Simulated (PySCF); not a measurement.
PySCF input (HF/def2-TZVPD):

```python
from pyscf import gto, scf, dft

mol = gto.M(
    atom='''
    O    -1.18193909    0.12419927    0.04166053
    C     0.00451258   -0.48234218   -0.21664706
    O     1.07859303    0.30309383    0.15369257
    H    -1.09182934    1.06589480   -0.15697551
    H     0.00945295   -1.51938819    0.11899586
    H     1.88206938   -0.07079834   -0.22496291
    ''',
    basis='def2-tzvpd',
    charge=0,
    spin=1,
    verbose=4,
)

mf = scf.UHF(mol).density_fit(auxbasis='def2-universal-jkfit')
mf.conv_tol = 1e-9
mf.max_cycle = 100
mf.max_memory = 1500
mf.kernel()
if not mf.converged:
    mf = mf.newton()
    mf.kernel(mf.make_rdm1())
for _ in range(2):
    mo, _, stable, _ = mf.stability(return_status=True)
    if stable:
        break
    mf.kernel(mf.make_rdm1(mo, mf.mo_occ))
mf.analyze()
```

Output:

```
PySCF version 2.14.0

[INPUT] verbose = 4
[INPUT] num. atoms = 6
[INPUT] num. electrons = 25
[INPUT] charge = 0
[INPUT] spin (= nelec alpha-beta = 2S) = 1
[INPUT] symmetry False subgroup None
[INPUT] Mole.unit = angstrom
[INPUT] Symbol           X                Y                Z      unit          X                Y                Z       unit  Magmom
[INPUT]  1 O     -1.181939090000   0.124199270000   0.041660530000 AA   -2.233541176018   0.234702605171   0.078726991904 Bohr   0.0
[INPUT]  2 C      0.004512580000  -0.482342180000  -0.216647060000 AA    0.008527540315  -0.911494618526  -0.409403609092 Bohr   0.0
[INPUT]  3 O      1.078593030000   0.303093830000   0.153692570000 AA    2.038245426565   0.572764328745   0.290436864681 Bohr   0.0
[INPUT]  4 H     -1.091829340000   1.065894800000  -0.156975510000 AA   -2.063258427365   2.014249249598  -0.296640722164 Bohr   0.0
[INPUT]  5 H      0.009452950000  -1.519388190000   0.118995860000 AA    0.017863486569  -2.871227555999   0.224869585357 Bohr   0.0
[INPUT]  6 H      1.882069380000  -0.070798340000  -0.224962910000 AA    3.556595675630  -0.133789472674  -0.425118288085 Bohr   0.0

nuclear repulsion = 74.8904237847621
number of shells = 56
number of NR pGTOs = 195
number of NR cGTOs = 144
basis = def2-tzvpd
ecp = {}

******** <class 'pyscf.df.df_jk.DFUHF'> ********
method = DFUHF
initial guess = minao
damping factor = 0
level_shift factor = 0
DIIS = <class 'pyscf.scf.diis.CDIIS'>
diis_start_cycle = 1
diis_space = 8
diis_damp = 0
SCF conv_tol = 1e-09
SCF conv_tol_grad = None
SCF max_cycles = 100
direct_scf = False
number electrons alpha = 13  beta = 12
Set gradient conv threshold to 3.16228e-05
******** <class 'pyscf.df.df.DF'> ********
auxbasis = def2-universal-jkfit
init E= -189.645186400529
  alpha nocc = 13  HOMO = -0.0525704836538985  LUMO = 0.0459997064120301
  beta  nocc = 12  HOMO = -0.440546133158946  LUMO = -0.0525704836538985

WARN: HOMO -0.0525704836538985 >= LUMO -0.0525704836538985

cycle= 1 E= -189.277642792802  delta_E= 0.368  |g|= 0.439  |ddm|= 2.92
  alpha nocc = 13  HOMO = -0.332242676702641  LUMO = 0.0806635552474986
  beta  nocc = 12  HOMO = -0.463546310551994  LUMO = 0.0534888521655859
  HOMO = -0.332242676703  LUMO = 0.0534888521656  gap/eV = 10.49629
cycle= 2 E= -189.344899552841  delta_E= -0.0673  |g|= 0.241  |ddm|= 2.07
  alpha nocc = 13  HOMO = -0.324380705433125  LUMO = 0.0796629819214243
  beta  nocc = 12  HOMO = -0.503419198289304  LUMO = 0.0575400408396192
  HOMO = -0.324380705433  LUMO = 0.0575400408396  gap/eV = 10.39259
cycle= 3 E= -189.366012300079  delta_E= -0.0211  |g|= 0.0501  |ddm|= 0.295
  alpha nocc = 13  HOMO = -0.330633770369438  LUMO = 0.0817677838074203
  beta  nocc = 12  HOMO = -0.491015823657463  LUMO = 0.0595324505620063
  HOMO = -0.330633770369  LUMO = 0.059532450562  gap/eV = 10.61696
cycle= 4 E= -189.368373804812  delta_E= -0.00236  |g|= 0.0173  |ddm|= 0.261
[...]
  beta  nocc = 12  HOMO = -0.497062010779942  LUMO = 0.0591630201706721
  HOMO = -0.341303453403  LUMO = 0.0591630201707  gap/eV = 10.89725
Extra cycle  E= -189.369027587727  delta_E= -6.39e-11  |g|= 5.64e-06  |ddm|= 1.11e-05
converged SCF energy = -189.369027587727  <S^2> = 0.75811542  2S+1 = 2.008099
uhf_internal: lowest eigs of H = [0.40383654 0.4572342  0.4811073 ]
<class 'pyscf.df.df_jk.DFUHF'> wavefunction is stable in the internal stability analysis
**** SCF Summaries ****
Total Energy =                        -189.369027587727260
Nuclear Repulsion Energy =              74.890423784762120
One-electron Energy =                 -408.442901073038456
Two-electron Energy =                  144.183449700549119
Two-electron Coulomb Energy =          166.936098997097048
DFT Exchange-Correlation Energy =      -22.752649296547929
HOMO-LUMO gap [eV] =                    10.897247800472147
**** MO energy ****
                             alpha | beta                alpha | beta
MO #1   energy= -20.5911252079243  | -20.5863464395258  occ= 1 | 1
MO #2   energy= -20.5860960245883  | -20.5811994335726  occ= 1 | 1
MO #3   energy= -11.3361561206185  | -11.3107586236945  occ= 1 | 1
MO #4   energy= -1.44236091937154  | -1.42342996718363  occ= 1 | 1
MO #5   energy= -1.36337417617995  | -1.35043458579807  occ= 1 | 1
MO #6   energy= -0.909793967214497 | -0.863748347745176 occ= 1 | 1
MO #7   energy= -0.755741551936058 | -0.748643092810717 occ= 1 | 1
MO #8   energy= -0.691264672805321 | -0.670654104451355 occ= 1 | 1
MO #9   energy= -0.667704967980793 | -0.602982244017685 occ= 1 | 1
MO #10  energy= -0.578107936328919 | -0.554652992920243 occ= 1 | 1
MO #11  energy= -0.560906333820447 | -0.534547196863468 occ= 1 | 1
MO #12  energy= -0.52763653450662  | -0.497062010779942 occ= 1 | 1
MO #13  energy= -0.341303453402663 | 0.0591630201706721 occ= 1 | 0
MO #14  energy= 0.0604213194982215 | 0.0822304493582359 occ= 0 | 0
MO #15  energy= 0.0817606020905045 | 0.0975913580417749 occ= 0 | 0
MO #16  energy= 0.0962209802394355 | 0.106905448255207  occ= 0 | 0
MO #17  energy= 0.109188822422182  | 0.134109946690943  occ= 0 | 0
MO #18  energy= 0.135415585004737  | 0.141503298966802  occ= 0 | 0
MO #19  energy= 0.141407558876883  | 0.148035800540009  occ= 0 | 0
MO #20  energy= 0.147181453863549  | 0.151371884278868  occ= 0 | 0
MO #21  energy= 0.188900378321489  | 0.194247360067244  occ= 0 | 0
MO #22  energy= 0.192939940881502  | 0.214898753311728  occ= 0 | 0
MO #23  energy= 0.220747473887217  | 0.22402657793852   occ= 0 | 0
MO #24  energy= 0.225576839441027  | 0.232546631852024  occ= 0 | 0
MO #25  energy= 0.268188080358161  | 0.27187815092778   occ= 0 | 0
MO #26  energy= 0.291086409013287  | 0.293600536826722  occ= 0 | 0
MO #27  energy= 0.311866845058577  | 0.312974682792195  occ= 0 | 0
MO #28  energy= 0.314846949897088  | 0.319488948191007  occ= 0 | 0
MO #29  energy= 0.326083713526655  | 0.338205686951753  occ= 0 | 0
MO #30  energy= 0.336201418855454  | 0.338779076888341  occ= 0 | 0
MO #31  energy= 0.357635946536317  | 0.363460965074373  occ= 0 | 0
MO #32  energy= 0.372332311909497  | 0.376698500363     occ= 0 | 0
MO #33  energy= 0.380102364346057  | 0.387245706544422  occ= 0 | 0
MO #34  energy= 0.398813298216623  | 0.403107387264969  occ= 0 | 0
MO #35  energy= 0.405138998523164  | 0.412105955008703  occ= 0 | 0
MO #36  energy= 0.438201594359976  | 0.442285806926503  occ= 0 | 0
MO #37  energy= 0.44596846018619   | 0.453779166932297  occ= 0 | 0
MO #38  energy= 0.458882703433881  | 0.467081486261903  occ= 0 | 0
MO #39  energy= 0.466512437957344  | 0.482930906277508  occ= 0 | 0
MO #40  energy= 0.486907067172943  | 0.500423723321709  occ= 0 | 0
MO #41  energy= 0.501007571835493  | 0.516793968183714  occ= 0 | 0
MO #42  energy= 0.508904907586269  | 0.525574211944449  occ= 0 | 0
MO #43  energy= 0.530060078580068  | 0.536979630035344  occ= 0 | 0
MO #44  energy= 0.569042817133351  | 0.575473981329792  occ= 0 | 0
MO #45  energy= 0.580789135118401  | 0.584228153369492  occ= 0 | 0
MO #46  energy= 0.611707128740512  | 0.612988288421516  occ= 0 | 0
MO #47  energy= 0.642618446678528  | 0.650884649285029  occ= 0 | 0
MO #48  energy= 0.651256993009498  | 0.663734770489852  occ= 0 | 0
MO #49  energy= 0.6736508371737    | 0.677176663996969  occ= 0 | 0
MO #50  energy= 0.692956553600281  | 0.702478883557047  occ= 0 | 0
MO #51  energy= 0.708310874927774  | 0.720590009425662  occ= 0 | 0
MO #52  energy= 0.72205640299491   | 0.729197221254997  occ= 0 | 0
MO #53  energy= 0.738758274913775  | 0.744833206316691  occ= 0 | 0
MO #54  energy= 0.826408824795553  | 0.834295088257065  occ= 0 | 0
MO #55  energy= 0.848530373092217  | 0.858154185879094  occ= 0 | 0
MO #56  energy= 0.87010367447294   | 0.885821944824571  occ= 0 | 0
MO #57  energy= 0.930847391970272  | 0.935196443452198  occ= 0 | 0
MO #58  energy= 0.936494814625228  | 0.939842739298709  occ= 0 | 0
MO #59  energy= 0.993676483832605  | 1.00334237168566   occ= 0 | 0
MO #60  energy= 1.0294564250249    | 1.03613911564011   occ= 0 | 0
MO #61  energy= 1.04090806008176   | 1.049967646995     occ= 0 | 0
MO #62  energy= 1.06950652653159   | 1.08004475464923   occ= 0 | 0
MO #63  energy= 1.08982759733802   | 1.09738421184334   occ= 0 | 0
MO #64  energy= 1.17402265209513   | 1.17893510526742   occ= 0 | 0
MO #65  energy= 1.19427362458075   | 1.21986742641163   occ= 0 | 0
MO #66  energy= 1.22710874220035   | 1.2495784995726    occ= 0 | 0
MO #67  energy= 1.25398846962656   | 1.27213328742399   occ= 0 | 0
MO #68  energy= 1.27990611316114   | 1.29253027103694   occ= 0 | 0
MO #69  energy= 1.3115062702665    | 1.32370990153813   occ= 0 | 0
MO #70  energy= 1.41016119867377   | 1.42397763554856   occ= 0 | 0
MO #71  energy= 1.47964785397508   | 1.49086330810887   occ= 0 | 0
MO #72  energy= 1.82820212257811   | 1.83246548616503   occ= 0 | 0
MO #73  energy= 1.84056594777559   | 1.85714821393995   occ= 0 | 0
MO #74  energy= 1.86209503564154   | 1.89561347109091   occ= 0 | 0
MO #75  energy= 1.89755805448486   | 1.93540551890005   occ= 0 | 0
MO #76  energy= 1.9399545514962    | 1.95016822652726   occ= 0 | 0
MO #77  energy= 1.9980140388707    | 2.00602643378092   occ= 0 | 0
MO #78  energy= 2.04242379658158   | 2.05396049006599   occ= 0 | 0
MO #79  energy= 2.06615125065481   | 2.07536521794475   occ= 0 | 0
MO #80  energy= 2.08898357303632   | 2.099648047407     occ= 0 | 0
MO #81  energy= 2.17999901844552   | 2.19547188359937   occ= 0 | 0
MO #82  energy= 2.29637752686185   | 2.30354425024266   occ= 0 | 0
MO #83  energy= 2.31201183889608   | 2.32953618216333   occ= 0 | 0
MO #84  energy= 2.3913764993208    | 2.39890244946394   occ= 0 | 0
MO #85  energy= 2.43182629351592   | 2.44041702636222   occ= 0 | 0
MO #86  energy= 2.45124111769231   | 2.46093558296139   occ= 0 | 0
MO #87  energy= 2.49756267666305   | 2.50496358177385   occ= 0 | 0
MO #88  energy= 2.53672566690151   | 2.54087332988421   occ= 0 | 0
MO #89  energy= 2.57583091159822   | 2.58740947004974   occ= 0 | 0
MO #90  energy= 2.67457619487499   | 2.68706272074214   occ= 0 | 0
MO #91  energy= 2.73479147962138   | 2.74002731164217   occ= 0 | 0
MO #92  energy= 2.77728680114039   | 2.77976101224975   occ= 0 | 0
MO #93  energy= 2.90211870507185   | 2.91206577205832   occ= 0 | 0
MO #94  energy= 2.94818638955245   | 2.9538580118733    occ= 0 | 0
MO #95  energy= 3.09991082315769   | 3.10832902277419   occ= 0 | 0
MO #96  energy= 3.10971939146216   | 3.1179456912142    occ= 0 | 0
MO #97  energy= 3.20087163027651   | 3.22167150520919   occ= 0 | 0
MO #98  energy= 3.24302007765401   | 3.26001607342342   occ= 0 | 0
MO #99  energy= 3.28573454214162   | 3.30838480238651   occ= 0 | 0
MO #100 energy= 3.34663055558398   | 3.36548197669058   occ= 0 | 0
MO #101 energy= 3.36058268402916   | 3.37649313047777   occ= 0 | 0
MO #102 energy= 3.46111557627889   | 3.48190237543216   occ= 0 | 0
MO #103 energy= 3.50082986569113   | 3.52702364789228   occ= 0 | 0
MO #104 energy= 3.56510370849026   | 3.58661341850281   occ= 0 | 0
[...]
```

It need not be the lowest isomer of its formula.
